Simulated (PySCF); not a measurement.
A geometry optimisation on `C(/C=C/C=O)=C(/C#C)[O-]`.

Method: PBE0-D3(BJ)/def2-SVP geometry optimisation, gas phase (PySCF 2.14.0). Start geometry: GFN2-xTB. A driver script takes a list of jobs; this job's settings line and coordinates (Å) are shown.

Input:
```
{"job": {"xc": "PBE0", "basis": "def2-SVP", "d3": "d3bj", "grid": 2, "kind": "geom"}, "charge": -1, "multiplicity": 1}
C      2.783949    -1.474370     0.436276
C      2.305012    -0.425438     0.098200
C      1.894937     0.902567    -0.331982
O      2.781537     1.728203    -0.618931
C      0.503360     1.133330    -0.383465
C     -0.459507     0.196421    -0.058869
C     -1.826647     0.390950    -0.098345
C     -2.745304    -0.612088     0.247178
O     -3.978359    -0.538830     0.245034
H      3.148977    -2.412960     0.739435
H      0.192184     2.120653    -0.702319
H     -0.111301    -0.783896     0.256677
H     -2.220630     1.351218    -0.406516
H     -2.268884    -1.576233     0.555459
```

Output:
```
step   0  E = -419.37464665  max force = 0.020540
step   1  E = -419.37743172  max force = 0.003664
step   2  E = -419.37725003  max force = 0.003640
step   3  E = -419.37747963  max force = 0.001284
step   4  E = -419.37749552  max force = 0.001310
step   5  E = -419.37750207  max force = 0.000945
step   6  E = -419.37750978  max force = 0.000449
optimisation converged
```

Energies in Eh; «max force» is the largest Cartesian gradient component in Eh/bohr.

How much energy does the optimisation release, in kcal/mol?

E(step 0) − E(last step) = 0.002863 Eh, which is 1.8 kcal/mol.

Summary of the converged run: final energy -419.37751 Eh after 6 steps.

Where do the atoms end?

0.057 Å rms from the input after alignment:
```
atom  x, y, z in Å
C1     3.1543   -1.8064    0.6603
C2     2.7295   -0.7223    0.3108
C3     2.3051    0.6282   -0.1259
O4     3.1981    1.4386   -0.4057
C5     0.9048    0.8697   -0.1829
C6    -0.0839   -0.0592    0.1383
C7    -1.4608    0.1034    0.1076
C8    -2.3431   -0.9555    0.4705
O9    -3.5708   -0.9483    0.4887
H10    3.5305   -2.7632    0.9686
H11    0.6261    1.8773   -0.5092
H12    0.2716   -1.0507    0.4582
H13   -1.9086    1.0558   -0.1978
H14   -1.7899   -1.8963    0.7702
```

Estimate the wall time. Hardware: one thread, Arm Neoverse V2 (aarch64) (shared host). And the peak memory of the process?

About 59 s, with 0.73 GiB resident at the peak, the Python interpreter and its libraries included.
Labels such as C1 count atoms from 1, the log's own numbers from 0.
